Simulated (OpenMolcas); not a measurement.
## Tm2+: moving or changing the point charges

Tm2+ among 6 point charges of -1 e arranged as a trigonal antiprism (D3d), 2.33 Å from the ion, with a polar angle of 50.4° against the regular 54.74°.
```
   0.0000    1.7942    1.4866  -1.00
  -1.5538   -0.8971    1.4866  -1.00
   1.5538   -0.8971    1.4866  -1.00
   0.0000   -1.7942   -1.4866  -1.00
   1.5538    0.8971   -1.4866  -1.00
  -1.5538    0.8971   -1.4866  -1.00
```

```
Program             : OpenMolcas 26.06
Method              : CASSCF
Basis               : ANO-RCC-VDZP [7s6p4d2f1g]
Scalar Hamiltonian  : DKH2, point nucleus
Active space        : 13 electrons in 7 orbitals (4f)
State averaging     : 2S+1 = 2 odd, 7 roots
Spin-orbit coupling : state interaction with AMFI integrals over the reference wave functions
```

Runs around this geometry, states (labels of D3, the rotations of D3d). Energies in cm-1 above the lowest state or level, χT in cm3 K/mol; under a threefold ground state the first gap can be a small split of the lowest multiplet, not the spin-orbit step.

| R (Å) | q (e) | Ground state | First state of that spin | First gap with spin-orbit (degeneracies) | Width of lowest J | χT at 300 K |
| --- | --- | --- | --- | --- | --- | --- |
| 2.33 | -0.5 | 2E | 2A2 2.9 | 39.2 (2, 2) | 373 | 2.539 |
| 2.33 | -1 | 2S+1 = 2 | 2E 192.9 | 76.1 (2, 2) | 741 | 2.479 |
| 2.56 | -1 | 2A2 | 2E 11.7 | 56.0 (2, 2) | 546 | 2.517 |
| 2.79 | -1 | 2A2 | 2E 15.4 | 43.6 (2, 2) | 416 | 2.539 |

Taking the width of the lowest J multiplet as R^-n, n = -ln(416 / 741) / ln(2.79 / 2.33) = 3.2 between the shortest and longest distance.

Scaling the charges by -0.5 / -1 = 0.50 scales the width of the lowest J multiplet by 373 / 741 = 0.50; with fixed orbitals a first-order splitting would follow the charge.

The ground state changes within this set.

This is an electrostatic model: the charges have no orbitals. A group larger than the point group allows holds several states that coincide in this model. No measured value stands beside these numbers.

A state without a sure symmetry label is named by its multiplicity alone.
